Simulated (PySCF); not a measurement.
PySCF input (HF/def2-TZVPD):

```python
from pyscf import gto, scf, dft

mol = gto.M(
    atom='''
    Si    0.08373204   -0.15377060    0.07623610
    O    -0.33928383   -1.19325410   -1.07632802
    O     1.57577762    0.44556971    0.12587052
    N    -0.68675377    1.35255134   -0.74980765
    N    -0.61065719   -0.43490024    1.56560739
    H    -0.17392158   -2.14014585   -1.06444365
    H     2.34073070    0.01178094    0.51415390
    H    -1.68850890    1.23045845   -0.90496086
    H    -0.55642078    2.19924875   -0.19428147
    H    -0.24940779   -0.06142680    2.42983443
    H    -1.40006487   -1.04610759    1.70749820
    H    -0.25472890    1.51689792   -1.66204405
    ''',
    basis='def2-tzvpd',
    charge=1,
    spin=0,
    verbose=4,
)

mf = scf.RHF(mol).density_fit(auxbasis='def2-universal-jkfit')
mf.conv_tol = 1e-9
mf.max_cycle = 100
mf.max_memory = 1500
mf.kernel()
if not mf.converged:
    mf = mf.newton()
    mf.kernel(mf.make_rdm1())
mf.analyze()
```

Output:

```
PySCF version 2.14.0

[INPUT] verbose = 4
[INPUT] num. atoms = 12
[INPUT] num. electrons = 50
[INPUT] charge = 1
[INPUT] spin (= nelec alpha-beta = 2S) = 0
[INPUT] symmetry False subgroup None
[INPUT] Mole.unit = angstrom
[INPUT] Symbol           X                Y                Z      unit          X                Y                Z       unit  Magmom
[INPUT]  1 Si     0.083732040000  -0.153770600000   0.076236100000 AA    0.158230623451  -0.290584320010   0.144065349805 Bohr   0.0
[INPUT]  2 O     -0.339283830000  -1.193254100000  -1.076328020000 AA   -0.641153517193  -2.254923446014  -2.033965177995 Bohr   0.0
[INPUT]  3 O      1.575777620000   0.445569710000   0.125870520000 AA    2.977788135019   0.842004721302   0.237860809957 Bohr   0.0
[INPUT]  4 N     -0.686753770000   1.352551340000  -0.749807650000 AA   -1.297776540313   2.555951602013  -1.416931104604 Bohr   0.0
[INPUT]  5 N     -0.610657190000  -0.434900240000   1.565607390000 AA   -1.153974845096  -0.821842345108   2.958569185695 Bohr   0.0
[INPUT]  6 H     -0.173921580000  -2.140145850000  -1.064443650000 AA   -0.328664153352  -4.044289523125  -2.011506973532 Bohr   0.0
[INPUT]  7 H      2.340730700000   0.011780940000   0.514153900000 AA    4.423339954361   0.022262750090   0.971610056877 Bohr   0.0
[INPUT]  8 H     -1.688508900000   1.230458450000  -0.904960860000 AA   -3.190819379891   2.325229478157  -1.710128178851 Bohr   0.0
[INPUT]  9 H     -0.556420780000   2.199248750000  -0.194281470000 AA   -1.051482884217   4.155977817292  -0.367138769378 Bohr   0.0
[INPUT] 10 H     -0.249407790000  -0.061426800000   2.429834430000 AA   -0.471312416433  -0.116079828708   4.591721600739 Bohr   0.0
[INPUT] 11 H     -1.400064870000  -1.046107590000   1.707498200000 AA   -2.645739160925  -1.976856841929   3.226703956188 Bohr   0.0
[INPUT] 12 H     -0.254728900000   1.516897920000  -1.662044050000 AA   -0.481367857012   2.866521627722  -3.140808061463 Bohr   0.0

nuclear repulsion = 276.117234156459
number of shells = 104
number of NR pGTOs = 360
number of NR cGTOs = 260
basis = def2-tzvpd
ecp = {}

******** <class 'pyscf.df.df_jk.DFRHF'> ********
method = DFRHF
initial guess = minao
damping factor = 0
level_shift factor = 0
DIIS = <class 'pyscf.scf.diis.CDIIS'>
diis_start_cycle = 1
diis_space = 8
diis_damp = 0
SCF conv_tol = 1e-09
SCF conv_tol_grad = None
SCF max_cycles = 100
direct_scf = False
Set gradient conv threshold to 3.16228e-05
Initial guess from minao.
******** <class 'pyscf.df.df.DF'> ********
auxbasis = def2-universal-jkfit
init E= -552.567965216239
  HOMO = -0.318226784356405  LUMO = 0.00145118161832869  gap/eV = 8.69888
cycle= 1 E= -551.625838093093  delta_E= 0.942  |g|= 0.729  |ddm|= 2.46
  HOMO = -0.610305731757587  LUMO = -0.103314004987997  gap/eV = 13.79595
cycle= 2 E= -551.715962227192  delta_E= -0.0901  |g|=  0.4  |ddm|= 0.726
  HOMO = -0.606297269999473  LUMO = -0.0976087340233428  gap/eV = 13.84212
cycle= 3 E= -551.742447049937  delta_E= -0.0265  |g|= 0.0658  |ddm|= 0.24
  HOMO = -0.604438929338322  LUMO = -0.0945918474297999  gap/eV = 13.87365
cycle= 4 E= -551.743585703552  delta_E= -0.00114  |g|= 0.0125  |ddm|= 0.0856
  HOMO = -0.602638623375178  LUMO = -0.0946299279118426  gap/eV = 13.82362
cycle= 5 E= -551.743632965068  delta_E= -4.73e-05  |g|= 0.00452  |ddm|= 0.0149
  HOMO = -0.603475390832081  LUMO = -0.0945657444534096  gap/eV = 13.84814
cycle= 6 E= -551.743639517681  delta_E= -6.55e-06  |g|= 0.00116  |ddm|= 0.00522
[...]
cycle= 10 E= -551.743640214544  delta_E= -3.87e-10  |g|= 6.43e-06  |ddm|= 4.35e-05
  HOMO = -0.60325602960144  LUMO = -0.094566845555481  gap/eV = 13.84214
Extra cycle  E= -551.743640214563  delta_E= -1.96e-11  |g|= 2.8e-06  |ddm|= 9.84e-06
converged SCF energy = -551.743640214563
**** SCF Summaries ****
Total Energy =                        -551.743640214563129
Nuclear Repulsion Energy =             276.117234156458551
One-electron Energy =                -1301.165776887066386
Two-electron Energy =                  473.304902516044592
Two-electron Coulomb Energy =          525.921392265006261
DFT Exchange-Correlation Energy =      -52.616489748961669
HOMO-LUMO gap [eV] =                    13.842137751273402
**** MO energy ****
MO #1   energy= -69.0164726311927  occ= 2
MO #2   energy= -20.7396759189225  occ= 2
MO #3   energy= -20.7396677910147  occ= 2
MO #4   energy= -15.8352932888704  occ= 2
MO #5   energy= -15.717432614378   occ= 2
MO #6   energy= -6.35570838752506  occ= 2
MO #7   energy= -4.46454120286731  occ= 2
MO #8   energy= -4.46423105985319  occ= 2
MO #9   energy= -4.4636207555207   occ= 2
MO #10  energy= -1.54189171633517  occ= 2
MO #11  energy= -1.51901444786299  occ= 2
MO #12  energy= -1.43972879195657  occ= 2
MO #13  energy= -1.31897410838394  occ= 2
MO #14  energy= -0.975806996652511 occ= 2
MO #15  energy= -0.932373150563095 occ= 2
MO #16  energy= -0.916147081560331 occ= 2
MO #17  energy= -0.883461638590394 occ= 2
MO #18  energy= -0.83923460525994  occ= 2
MO #19  energy= -0.827488571575133 occ= 2
MO #20  energy= -0.808685873870802 occ= 2
MO #21  energy= -0.749572531748514 occ= 2
MO #22  energy= -0.727059008471609 occ= 2
MO #23  energy= -0.709644426990046 occ= 2
MO #24  energy= -0.688997911700799 occ= 2
MO #25  energy= -0.60325602960144  occ= 2
MO #26  energy= -0.094566845555481 occ= 0
MO #27  energy= -0.0579213174143227 occ= 0
MO #28  energy= -0.0435605070223389 occ= 0
MO #29  energy= -0.039245077173946 occ= 0
MO #30  energy= -0.0197172260707071 occ= 0
MO #31  energy= -0.0109078415065809 occ= 0
MO #32  energy= -0.00355395241060916 occ= 0
MO #33  energy= 0.00166430824840641 occ= 0
MO #34  energy= 0.0108185345106526 occ= 0
MO #35  energy= 0.0261978724144541 occ= 0
MO #36  energy= 0.0338035384165071 occ= 0
MO #37  energy= 0.0501442622369183 occ= 0
MO #38  energy= 0.0526586877674813 occ= 0
MO #39  energy= 0.0550326763612182 occ= 0
MO #40  energy= 0.0586687113140266 occ= 0
MO #41  energy= 0.0603982619555474 occ= 0
MO #42  energy= 0.0739744241087612 occ= 0
MO #43  energy= 0.0823868129108242 occ= 0
MO #44  energy= 0.0893977464239603 occ= 0
MO #45  energy= 0.10884856221076   occ= 0
MO #46  energy= 0.125503840569986  occ= 0
MO #47  energy= 0.142382705549221  occ= 0
MO #48  energy= 0.151245165070913  occ= 0
MO #49  energy= 0.161592673635829  occ= 0
MO #50  energy= 0.167150587442872  occ= 0
MO #51  energy= 0.183554372840751  occ= 0
MO #52  energy= 0.185947986000783  occ= 0
MO #53  energy= 0.192069447632843  occ= 0
MO #54  energy= 0.195788887292183  occ= 0
MO #55  energy= 0.210119678985915  occ= 0
MO #56  energy= 0.212367608734957  occ= 0
MO #57  energy= 0.212946124140482  occ= 0
MO #58  energy= 0.220240257886374  occ= 0
MO #59  energy= 0.226292357983129  occ= 0
MO #60  energy= 0.226445363287149  occ= 0
MO #61  energy= 0.234790970552213  occ= 0
MO #62  energy= 0.240387050007568  occ= 0
MO #63  energy= 0.252308274991184  occ= 0
MO #64  energy= 0.265753018737584  occ= 0
MO #65  energy= 0.268920993292743  occ= 0
MO #66  energy= 0.276601097077558  occ= 0
MO #67  energy= 0.284396752474319  occ= 0
MO #68  energy= 0.294945944962665  occ= 0
MO #69  energy= 0.297198899319689  occ= 0
MO #70  energy= 0.306382879965575  occ= 0
MO #71  energy= 0.31467430225848   occ= 0
MO #72  energy= 0.316875535830833  occ= 0
MO #73  energy= 0.329838846133397  occ= 0
MO #74  energy= 0.337773980105707  occ= 0
MO #75  energy= 0.343210111413073  occ= 0
MO #76  energy= 0.350850979311371  occ= 0
MO #77  energy= 0.352486199454369  occ= 0
MO #78  energy= 0.371352951419976  occ= 0
MO #79  energy= 0.378262251402102  occ= 0
MO #80  energy= 0.415909638581359  occ= 0
MO #81  energy= 0.437218735156699  occ= 0
MO #82  energy= 0.45775679794971   occ= 0
MO #83  energy= 0.459346352649829  occ= 0
MO #84  energy= 0.47507348409026   occ= 0
MO #85  energy= 0.478814319609007  occ= 0
MO #86  energy= 0.493107083423075  occ= 0
MO #87  energy= 0.497142507311411  occ= 0
MO #88  energy= 0.517189973385415  occ= 0
MO #89  energy= 0.524476784436321  occ= 0
MO #90  energy= 0.557038697521705  occ= 0
MO #91  energy= 0.570960262942823  occ= 0
MO #92  energy= 0.584425684648153  occ= 0
MO #93  energy= 0.585416744235697  occ= 0
MO #94  energy= 0.60231541005742   occ= 0
MO #95  energy= 0.610075547431424  occ= 0
MO #96  energy= 0.617173752945274  occ= 0
MO #97  energy= 0.647975857800831  occ= 0
MO #98  energy= 0.659342177749667  occ= 0
MO #99  energy= 0.679845054676813  occ= 0
MO #100 energy= 0.695571630744945  occ= 0
MO #101 energy= 0.708999487114283  occ= 0
MO #102 energy= 0.723187031213444  occ= 0
MO #103 energy= 0.745527504474503  occ= 0
MO #104 energy= 0.749741836034731  occ= 0
MO #105 energy= 0.768015753020524  occ= 0
MO #106 energy= 0.781569035132454  occ= 0
MO #107 energy= 0.806235889012213  occ= 0
[...]
```

It need not be the lowest isomer of its formula.
